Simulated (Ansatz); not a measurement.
Cost and result for the atomization energy of CH6AlFGeO, SMILES `[CH3][Al]([F])[O][GeH3]` (11 atoms, 10 bonds).

| atom | x (Å) | y (Å) | z (Å) |
| --- | --- | --- | --- |
| C1 | 0.262 | -0.133 | -2.438 |
| Al2 | 0.680 | -0.210 | -0.554 |
| F3 | 2.206 | -0.639 | -0.081 |
| O4 | -0.442 | 0.141 | 0.642 |
| Ge5 | -0.748 | 0.272 | 2.375 |
| H6 | -0.776 | 0.154 | -2.610 |
| H7 | 0.907 | 0.588 | -2.949 |
| H8 | 0.435 | -1.102 | -2.914 |
| H9 | -0.638 | -1.129 | 3.002 |
| H10 | -2.171 | 0.830 | 2.533 |
| H11 | 0.286 | 1.227 | 2.995 |

The species carries charge 0 and has multiplicity 1. Correlated methods include outer-core shells of Ge, which these sets cover unevenly. Scalar relativity is left out up to krypton. Geometry: relaxed with PBE0-D4/def2-TZVP. It is one conformer, not always the lowest. Program: Ansatz. All runs use 4 threads of an Arm Neoverse V1 on a shared host. Times are those of one run each, without the atoms' runs, and a repeat can differ threefold. Electronic energies, without spin–orbit coupling; frozen cores. CCSD(T)/CBS adds CCSD(T) − MP2 in def2-TZVPP to the MP2 limit, and its time is that of the two runs behind it. T1 = 0.012. With those shells the extrapolation isn't a true limit. B3LYP takes the VWN-RPA correlation (the form of Gaussian; ORCA's B3LYP/G).

CCSD(T)/CBS is a level of theory with its own doubt, some kJ/mol a heavy atom from the limit and from the frozen cores, so smaller differences don't rank the functionals.

```json
{"level": "PBE-D4/def2-TZVPP (with forces)", "functions": "267", "wall time": "3.2 s", "atomization (kcal/mol)": "935.6", "difference from CCSD(T)/CBS": "-4.7", "per bond": "-0.5"}
{"level": "PBE0-D4/def2-TZVPP", "functions": "267", "wall time": "4.3 s", "atomization (kcal/mol)": "922.2", "difference from CCSD(T)/CBS": "-18.1", "per bond": "-1.8"}
{"level": "r2SCAN-D4/def2-TZVPP (with forces)", "functions": "267", "wall time": "7 s", "atomization (kcal/mol)": "937.4", "difference from CCSD(T)/CBS": "-2.9", "per bond": "-0.3"}
{"level": "B3LYP-D4/def2-TZVPP (with forces)", "functions": "267", "wall time": "7 s", "atomization (kcal/mol)": "929.0", "difference from CCSD(T)/CBS": "-11.3", "per bond": "-1.1"}
{"level": "B2PLYP/def2-TZVPP", "functions": "267", "wall time": "7.5 s", "atomization (kcal/mol)": "925.3", "difference from CCSD(T)/CBS": "-15.0", "per bond": "-1.5"}
{"level": "ωB97X-V/def2-TZVPP", "functions": "267", "wall time": "11 s", "atomization (kcal/mol)": "937.7", "difference from CCSD(T)/CBS": "-2.6", "per bond": "-0.3"}
{"level": "ωB97M-V/def2-TZVPP (with forces)", "functions": "267", "wall time": "16 s", "atomization (kcal/mol)": "933.3", "difference from CCSD(T)/CBS": "-7.0", "per bond": "-0.7"}
{"level": "MP2/def2-QZVPP", "functions": "510", "wall time": "33 s", "atomization (kcal/mol)": "947.1", "difference from CCSD(T)/CBS": "6.8", "per bond": "0.7"}
{"level": "CCSD(T)/def2-TZVPP", "functions": "267", "wall time": "6 min", "atomization (kcal/mol)": "918.7", "difference from CCSD(T)/CBS": "-21.6", "per bond": "-2.2"}
{"level": "CCSD(T)/CBS(def2)", "functions": "–", "wall time": "6.6 min", "atomization (kcal/mol)": "940.3", "difference from CCSD(T)/CBS": "0.0", "per bond": "0.0"}
```

The D4 term adds +7.6 kcal/mol with B3LYP and +4.0 kcal/mol with PBE0; it sums over pairs of atoms, weighted by their polarisabilities, and B3LYP, whose exchange is more repulsive, gets the larger term. In def2-TZVPP, CCSD(T) changes the Hartree–Fock value by +221.5 kcal/mol (the triples alone add +11.7 kcal/mol) and MP2 by +236.8 kcal/mol; breaking electron pairs costs correlation energy, which Hartree–Fock lacks. From PBE to PBE0 (25 % exact exchange), in def2-TZVPP and without D4, the atomization energy moves by −12.7 kcal/mol: exact exchange takes away binding that semilocal exchange gives to molecules.
